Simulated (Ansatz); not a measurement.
A CCSD(T) single point on CH$_{5}$ClFNSi$_{2}$, SMILES `F/C(=N\[SiH3])[SiH2]Cl`.

```yaml
crystal:
  periodic: [false, false, false]
  atoms:
    - {symbol: F, position_ang: [-1.155891, 1.321115, 0.131728]}
    - {symbol: C, position_ang: [-0.155345, 0.484755, -0.244556]}
    - {symbol: N, position_ang: [0.128777, -0.553192, 0.367962]}
    - {symbol: Si, position_ang: [-0.538718, -1.306935, 1.792529]}
    - {symbol: Si, position_ang: [0.819098, 0.949564, -1.804294]}
    - {symbol: Cl, position_ang: [0.286254, 2.801985, -2.485262]}
    - {symbol: H, position_ang: [-1.682222, -0.577751, 2.397702]}
    - {symbol: H, position_ang: [-0.970070, -2.664857, 1.383691]}
    - {symbol: H, position_ang: [0.568877, -1.402651, 2.773030]}
    - {symbol: H, position_ang: [2.252831, 0.948336, -1.449967]}
    - {symbol: H, position_ang: [0.511909, -0.057468, -2.841963]}
basis:
  gaussian: {orbitals: def2-SVP}
correlation: {method: ccsd_t}
```

```sh
$ ansatz run in.yaml --threads 4 --pin off --events-out ev --progress --plain --max-ram 10444MiB
```

The program prints (abridged):

```
Functional definition: HF
1161 factors; integrals over basis functions are off by at most 1.2e-3 eV
mean field evaluation 1: about -33510.0345 eV, gradient 3.6e1 eV
mean field evaluation 2: about -33510.0961 eV, gradient 3.6e1 eV
mean field evaluation 4: about -33513.4699 eV, gradient 4.2e0 eV
mean field evaluation 8: about -33513.5506 eV, gradient 4.6e-1 eV
mean field evaluation 16: about -33513.5525 eV, gradient 1.2e-6 eV
mean field -33513.55251868 eV, -1231.6003387598 hartree, gradient 1.2e-6 eV, S^2 0.000000; 0 other end points of the search recorded, 0 dependent functions left out
18 core orbitals not correlated: weight in the atoms' cores, before any rotation towards them, 1.000 or more for the frozen orbitals, at most 0.000 for the correlated occupied ones
reference -33513.55251868 eV, -1231.6003387598 hartree; 18, 18 occupied and 85, 85 virtual orbitals, 1161 factors
second order -21.64572080 eV of doubles, -0.00000000 eV of singles
cycle   1  -22.42023007 eV  change   -7.7e-1 eV  update   1.2e-1
cycle   2  -23.06299097 eV  change   -6.4e-1 eV  update   3.7e-2
cycle   3  -23.22415907 eV  change   -1.6e-1 eV  update   2.0e-2
cycle   4  -23.21944971 eV  change    4.7e-3 eV  update   4.7e-3
cycle   5  -23.21691482 eV  change    2.5e-3 eV  update   2.1e-3
cycle   6  -23.21738390 eV  change   -4.7e-4 eV  update   6.1e-4
cycle   7  -23.21713892 eV  change    2.4e-4 eV  update   2.2e-4
cycle   8  -23.21708707 eV  change    5.2e-5 eV  update   7.9e-5
cycle   9  -23.21711403 eV  change   -2.7e-5 eV  update   2.9e-5
perturbative correction -0.66454724 eV, -0.0244216607 hartree
Total energy: -33537.43417995 eV, -1232.4779736239 hartree
```

It took 3.9 s on 4 threads of an Intel Xeon 6975P-C on a shared host, with 0.64 GiB of host memory at the peak.

The correlation energy is -23.882 eV, 2.8 % of it from (T); the T1 diagnostic reads 0.0133.
